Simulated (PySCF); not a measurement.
Input of a run (PBE0-D3(BJ)/def2-SVP geometry optimisation, gas phase (PySCF 2.14.0)), started from GFN2-xTB:
```
{"job": {"xc": "PBE0", "basis": "def2-SVP", "d3": "d3bj", "grid": 1, "shake": 0.01, "kind": "geom"}, "charge": 0, "multiplicity": 1}
C     -1.642740    -0.771870    -1.059860
C     -1.076620    -0.014310     0.143030
C     -1.439620    -0.762420     1.429670
C     -1.671500     1.384280     0.218440
C      0.441720     0.046080    -0.023180
C      1.146000     1.246910    -0.171340
O      2.418600     1.322410    -0.314500
Al     3.731200     0.078350    -0.380350
O      2.440190    -1.203460    -0.134760
C      1.183100    -1.132660    -0.014320
H     -2.754390    -0.800870    -0.966290
H     -1.273260    -1.758730    -1.130850
H     -1.445090    -0.211000    -1.993380
H     -1.104020    -1.790700     1.413130
H     -2.500900    -0.769810     1.587940
H     -0.955520    -0.261620     2.301340
H     -1.313770     1.953960     1.065880
H     -1.546360     1.951390    -0.686250
H     -2.781090     1.269810     0.357990
H      0.585520     2.201300    -0.167140
H      4.261700    -0.021800    -1.817010
H      4.580850     0.141940     0.894000
H      0.663700    -2.073650     0.064480
```

Output (energies in Eh, forces in Eh/bohr):
```
step   0  E = -666.53532810  max force = 0.041133
step   1  E = -666.54412096  max force = 0.009479
step   2  E = -666.54499328  max force = 0.002549
step   3  E = -666.54480376  max force = 0.004989
step   4  E = -666.54528442  max force = 0.002656
step   5  E = -666.54536848  max force = 0.000578
step   6  E = -666.54537726  max force = 0.000328
optimisation converged
```

Problem. Summarise the run.

Solution. The energy falls by 26.4 kJ/mol over 7 energy and gradient evaluations, the largest force component goes from 0.0411 to 3.3e-04 Eh/bohr, and the atoms move by 0.074 Å rms after alignment. The bond that changes most is Al8–H22 (ends: aluminium bonded to 2 O and 2 H; Al–H hydrogen), which lengthens by 0.056 Å. Bonds longer at the end by more than 0.005 Å: 13 of 23; shorter: 6. Among the angles that change most is C6–O7–Al8, from 133.1° to 128.4°. The energy rose by more than 1e-6 Eh at step 3. The first step brought 87 % of the lowering.

Problem. What are the final bond lengths?

Solution. C1–C2 1.536 Å, C2–C3 1.536 Å, C2–C4 1.530 Å, C2–C5 1.533 Å, C5=C6 1.401 Å, C6–O7 1.270 Å, O7–Al8 1.858 Å, Al8–O9 1.865 Å, O9=C10 1.266 Å, C5–C10 1.405 Å, C1–H11 1.101 Å, C1–H12 1.101 Å, C1–H13 1.101 Å, C3–H14 1.101 Å, C3–H15 1.102 Å, C3–H16 1.101 Å, C4–H17 1.101 Å, C4–H18 1.101 Å, C4–H19 1.100 Å, C6–H20 1.101 Å, Al8–H21 1.589 Å, Al8–H22 1.589 Å, C10–H23 1.104 Å. Numbering counts from 1 in the input's order; the species is `CC(C)(C)C1=C[O][AlH2-][O+]=C1`.

The run used 209 basis functions and 52 SCF cycles in all.

Whether it is a minimum is left open (no frequencies).

Shape of the structure used: `[CH3:1][C:2]([CH3:3])([CH3:4])[C:5]1=[CH:6][O:7][AlH2-:8][O+:9]=[CH:10]1`: C1–C2–C5–C6 121°.
